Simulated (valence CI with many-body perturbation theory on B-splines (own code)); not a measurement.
## Dy51+: electric-dipole lines

Computed by relativistic CI+MBPT: five valence electrons over a frozen Dirac-Fock core [Ne], a basis of 11 s, 11 p, 10 d, 8 f, 5 g, 2 h functions for each j, with the one-electron correlation potential Σ1 (screened to all orders), the two-electron term Σ2, the three-electron term Σ3, Breit, model QED; selected single and double excitations, second order for the rest, scaled by the run's own slope (own B-spline code, finite nucleus).

No measured spectrum was set against this ion. As an estimate, large intervals hold to a few tenths of a per cent, small ones and those within an open d or f shell to about a per cent. Among the levels kept, up to 3200 cm⁻¹ of a level comes from second order outside the variational space, and about a tenth of that is noise between levels of different J, which matters for small intervals.

Lines 1 to 50 of 572 in falling wavelength, among levels below 69.183 Ry, chosen from the strongest by gf and those to the six lowest levels. Wavelengths and rates use the calculated energies. Electric multipoles are in the length gauge with retardation, E1 and E2 with the static RPA response of the core. Weak lines are less certain than strong ones. Lines between different terms over intervals too small for the method are left out, as are lines whose strength nearly cancels. The highest levels of a list are the least certain.

Levels are named by their leading jj configuration (3d3/2^4 stands for four electrons in 3d with j = 3/2), which in mixed levels can hold well under half, so a name can repeat and another be missing. Letters in brackets count levels of one name in rising energy.

| λ vac (nm) | Upper | Lower | A (s⁻¹) | log gf | Branch % |
| --- | --- | --- | --- | --- | --- |
| 24.24 | (3s^2 3p1/2^2 3d5/2) J=5/2 | (3s^2 3p1/2 3p3/2^2) J=5/2 | 6.18e+06 | -3.49 | 0.0 |
| 20.14 | (3s^2 3p1/2^2 3d5/2) J=5/2 | (3s^2 3p1/2 3p3/2^2) J=3/2 | 8.07e+06 | -3.53 | 0.0 |
| 12.14 | (3s 3p1/2 3p3/2 3d3/2^2) J=9/2 | (3s^2 3p3/2 3d3/2^2) J=7/2 | 3.61e+09 | -1.10 | 1.4 |
| 11.51 | (3s 3p1/2^2 3d3/2^2) J=5/2 | (3s^2 3p1/2 3d3/2^2) J=3/2 | 4.47e+09 | -1.27 | 8.2 |
| 10.75 | (3s 3p1/2^2 3p3/2 3d3/2) J=7/2 | (3s^2 3p1/2 3p3/2 3d3/2) J=5/2 [b] | 5.02e+09 | -1.16 | 19.4 |
| 10.15 | (3s 3p1/2^2 3d3/2 3d5/2) J=9/2 | (3s^2 3p1/2 3d3/2 3d5/2) J=7/2 [b] | 1.00e+10 | -0.81 | 4.4 |
| 9.915 | (3s 3p1/2 3p3/2^2 3d3/2) J=9/2 | (3s^2 3p3/2^2 3d3/2) J=7/2 | 7.70e+09 | -0.95 | 2.2 |
| 9.686 | (3s 3p1/2^2 3d3/2^2) J=1/2 | (3s^2 3p1/2 3d3/2^2) J=1/2 | 1.65e+10 | -1.33 | 25.0 |
| 9.649 | (3p1/2^2 3p3/2^2 3d3/2) J=7/2 | (3s 3p1/2 3p3/2^2 3d3/2) J=5/2 [e] | 4.04e+09 | -1.35 | 0.4 |
| 9.368 | (3s 3p1/2^2 3p3/2 3d5/2) J=9/2 | (3s^2 3p1/2 3p3/2 3d5/2) J=9/2 | 7.32e+09 | -1.02 | 28.3 |
| 9.343 | (3s 3p1/2^2 3p3/2 3d5/2) J=7/2 [a] | (3s^2 3p1/2 3p3/2 3d5/2) J=5/2 [b] | 6.87e+09 | -1.14 | 3.4 |
| 9.319 | (3s 3p1/2^2 3p3/2 3d5/2) J=7/2 [a] | (3s^2 3p1/2 3p3/2 3d5/2) J=7/2 [b] | 4.68e+09 | -1.31 | 2.3 |
| 9.143 | (3s 3p1/2^2 3p3/2^2) J=5/2 | (3s^2 3p1/2 3p3/2^2) J=5/2 | 6.76e+09 | -1.29 | 4.1 |
| 8.971 | (3s 3p1/2^2 3d3/2^2) J=3/2 | (3s^2 3p1/2 3d3/2^2) J=5/2 | 1.27e+10 | -1.21 | 23.9 |
| 8.906 | (3s 3p1/2 3p3/2^2 3d5/2) J=11/2 | (3s^2 3p3/2^2 3d5/2) J=9/2 | 1.49e+10 | -0.67 | 9.6 |
| 8.814 | (3s 3p1/2^2 3p3/2 3d3/2) J=7/2 | (3s^2 3p1/2 3p3/2 3d3/2) J=7/2 | 9.42e+09 | -1.06 | 36.3 |
| 8.806 | (3s 3p1/2 3p3/2^2 3d5/2) J=7/2 [e] | (3s^2 3p3/2^2 3d5/2) J=5/2 [b] | 1.11e+10 | -0.98 | 1.0 |
| 8.785 | (3s 3p1/2^2 3d3/2 3d5/2) J=7/2 [a] | (3s^2 3p1/2 3d3/2 3d5/2) J=5/2 [a] | 8.28e+09 | -1.12 | 5.2 |
| 8.698 | (3s 3p1/2^2 3d5/2^2) J=9/2 | (3s^2 3p1/2 3d5/2^2) J=9/2 | 1.22e+10 | -0.86 | 4.5 |
| 8.673 | (3s 3p1/2^2 3p3/2 3d3/2) J=5/2 [a] | (3s^2 3p1/2 3p3/2 3d3/2) J=5/2 [a] | 9.79e+09 | -1.18 | 34.6 |
| 8.632 | (3s 3p1/2^2 3p3/2 3d5/2) J=9/2 | (3s^2 3p1/2 3p3/2 3d5/2) J=7/2 [a] | 1.84e+10 | -0.69 | 71.3 |
| 8.618 | (3s 3p1/2^2 3d5/2^2) J=9/2 | (3s^2 3p1/2 3d5/2^2) J=7/2 | 2.37e+10 | -0.58 | 8.7 |
| 8.601 | (3s 3p1/2 3p3/2^2 3d5/2) J=9/2 [b] | (3s^2 3p3/2^2 3d5/2) J=7/2 | 1.48e+10 | -0.79 | 5.4 |
| 8.591 | (3p1/2^2 3p3/2^2 3d3/2) J=7/2 | (3s 3p1/2 3p3/2^2 3d3/2) J=7/2 [c] | 9.64e+09 | -1.07 | 1.0 |
| 8.584 | (3s 3p1/2^2 3d3/2 3d5/2) J=7/2 [a] | (3s^2 3p1/2 3d3/2 3d5/2) J=7/2 [a] | 1.39e+10 | -0.91 | 8.8 |
| 8.558 | (3s 3p1/2^2 3d3/2 3d5/2) J=3/2 [a] | (3s^2 3p1/2 3d3/2 3d5/2) J=1/2 | 1.11e+10 | -1.31 | 5.6 |
| 8.551 | (3s 3p1/2^2 3p3/2 3d5/2) J=5/2 [a] | (3s^2 3p1/2 3p3/2 3d5/2) J=5/2 [a] | 1.15e+10 | -1.12 | 5.4 |
| 8.540 | (3s 3p1/2^2 3d5/2^2) J=5/2 | (3s^2 3p1/2 3d5/2^2) J=3/2 | 1.96e+10 | -0.89 | 5.9 |
| 8.536 | (3s 3p1/2^2 3d5/2^2) J=5/2 | (3s^2 3p1/2 3d5/2^2) J=5/2 | 1.39e+10 | -1.04 | 4.2 |
| 8.503 | (3s 3p1/2^2 3d3/2 3d5/2) J=3/2 [a] | (3s^2 3p1/2 3d3/2 3d5/2) J=3/2 [a] | 1.07e+10 | -1.34 | 5.4 |
| 8.490 | (3s 3p1/2^2 3p3/2^2) J=5/2 | (3s^2 3p1/2 3p3/2^2) J=3/2 | 1.09e+10 | -1.15 | 6.5 |
| 8.476 | (3s 3p1/2^2 3d3/2 3d5/2) J=5/2 [a] | (3s^2 3p1/2 3d3/2 3d5/2) J=5/2 [a] | 1.08e+10 | -1.16 | 6.1 |
| 8.442 | (3s 3p1/2^2 3d3/2^2) J=5/2 | (3s^2 3p1/2 3d3/2^2) J=5/2 | 1.49e+10 | -1.02 | 27.2 |
| 8.422 | (3s 3p1/2 3p3/2^3) J=5/2 | (3s^2 3p3/2^3) J=3/2 | 1.16e+10 | -1.13 | 2.2 |
| 8.403 | (3s 3p1/2^2 3p3/2 3d5/2) J=7/2 [b] | (3s^2 3p1/2 3p3/2 3d5/2) J=5/2 [b] | 6.54e+09 | -1.26 | 1.2 |
| 8.340 | (3s 3p1/2^2 3p3/2 3d5/2) J=5/2 [a] | (3s^2 3p1/2 3p3/2 3d5/2) J=3/2 [a] | 1.62e+10 | -0.99 | 7.7 |
| 8.320 | (3s 3p1/2^2 3d3/2 3d5/2) J=9/2 | (3s^2 3p1/2 3d3/2 3d5/2) J=9/2 | 1.45e+10 | -0.82 | 6.4 |
| 8.320 | (3p1/2^2 3p3/2^2 3d3/2) J=7/2 | (3s 3p1/2 3p3/2^2 3d5/2) J=7/2 [a] | 6.92e+09 | -1.24 | 0.7 |
| 8.312 | (3s 3p1/2^2 3p3/2^2) J=1/2 | (3s^2 3p1/2 3p3/2^2) J=1/2 | 2.35e+10 | -1.31 | 7.9 |
| 8.311 | (3s 3p1/2 3p3/2^2 3d5/2) J=5/2 [e] | (3s^2 3p3/2^2 3d5/2) J=3/2 | 7.23e+09 | -1.35 | 0.8 |
| 8.289 | (3s 3p1/2^2 3d3/2 3d5/2) J=5/2 [a] | (3s^2 3p1/2 3d3/2 3d5/2) J=7/2 [a] | 1.06e+10 | -1.19 | 6.0 |
| 8.277 | (3s 3p1/2 3p3/2^2 3d5/2) J=7/2 [a] | (3s^2 3p3/2^2 3d3/2) J=7/2 | 6.07e+09 | -1.30 | 0.7 |
| 8.267 | (3s 3p1/2 3p3/2^2 3d3/2) J=5/2 [c] | (3s^2 3p3/2^2 3d3/2) J=5/2 | 7.26e+09 | -1.35 | 0.6 |
| 8.245 | (3s 3p1/2^2 3p3/2 3d5/2) J=3/2 [b] | (3s^2 3p1/2 3p3/2 3d5/2) J=1/2 | 1.43e+10 | -1.24 | 2.3 |
| 8.190 | (3s 3p1/2^2 3d5/2^2) J=1/2 | (3s^2 3p1/2 3d5/2^2) J=1/2 | 3.74e+10 | -1.12 | 9.4 |
| 8.133 | (3s 3p1/2 3p3/2^2 3d5/2) J=3/2 [a] | (3s^2 3p3/2^2 3d5/2) J=1/2 | 1.21e+10 | -1.32 | 1.8 |
| 8.081 | (3s 3p1/2 3p3/2^2 3d5/2) J=5/2 [d] | (3s^2 3p3/2^2 3d5/2) J=5/2 [a] | 8.96e+09 | -1.28 | 1.8 |
| 8.073 | (3s 3p1/2^2 3p3/2 3d5/2) J=3/2 [b] | (3s^2 3p1/2 3p3/2 3d5/2) J=3/2 [b] | 1.77e+10 | -1.16 | 2.8 |
| 8.072 | (3s 3p1/2^2 3p3/2 3d5/2) J=3/2 [a] | (3s^2 3p1/2 3p3/2 3d5/2) J=5/2 [a] | 1.85e+10 | -1.14 | 11.7 |
| 8.049 | (3s 3p1/2 3p3/2^2 3d5/2) J=7/2 [d] | (3s^2 3p3/2^2 3d5/2) J=5/2 [a] | 1.49e+10 | -0.94 | 1.2 |

Problem. How does gf follow from A for the line at 8.311 nm?

Solution. gf = 1.4992 × (2J+1)_upper × A / σ², with σ = 1203208 cm⁻¹ and 2J+1 = 6: gf = 0.0449.
